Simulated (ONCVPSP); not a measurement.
**arsenic (As), ONCV: configuration errors across variants**

```json
{"Element": "As (Z = 33)", "Generator": "ONCVPSP 4.0.1", "Type": "optimised norm-conserving Vanderbilt (ONCV)", "Functional": "PBEsol", "Relativity": "scalar-relativistic", "Frozen core": "[Ar] 3d10", "Valence charge": "5", "Reference configuration": "4s1.5 4p3.5", "Partial waves": "4s: rc 1.75 bohr, ncon 4, nbas 7, qcut 3.5 1/bohr, 1 projector; 4p: rc 1.90 bohr, ncon 4, nbas 7, qcut 4.2 1/bohr, 2 projectors, debl 2.1 Ha; d scattering state at 0.18 Ha: rc 1.75 bohr, ncon 4, nbas 7, qcut 5.1 1/bohr, 2 projectors, debl 1.9 Ha", "Local potential": "polynomial inside 1.10 bohr (lpopt 5, dvloc0 1 Ha)", "Core correction": "Teter function, fcfact 3.25, rcfact 1.25"}
```

All-electron excitation energies from the reference (eV): (1) 4s2 4p3 -4.683; (2) 4s2 4p2 4.475; (3) 4s2 4p1 22.417.

1 further variants failed, have other tests or too few solved ones, and are left out.

A true bound ghost makes a file unfit for plane-wave use even where its test errors are small: the radial tests pick states by their node count and pass the ghost by.

Errors AE − PS in meV (a dash: test not solved or not reliable):

```tsv
change	(1)	(2)	(3)	bound ghosts	GHOST(+) flags above zero
base	-2.9	-3.9	-38	s, d	none
local potential polynomial inside 1.25 bohr (lpopt 3, dvloc0 4 Ha)	-1.1	-2.9	-15	d	none
s: qcut 2.4; p: qcut 2.8; d: qcut 3.4	-5.3	-5.0	-48	s, d	d
p: debl 3.65	-2.9	-3.8	-38	s, d	p
s: rc 2.3	-15	-6.9	-40	s, d	none
all radii but the core radius scaled by about 1.07 (s 1.88, p 2.04, d 1.88 bohr); local potential polynomial inside 1.18 bohr (lpopt 5, dvloc0 1 Ha)	-0.2	-2.9	+10	d, s	d
```

Task: Give the same row for: p: rc 2.58.

Result: -0.5, -5.2, -60; bound ghosts: s, d; GHOST(+) flags above zero: none.
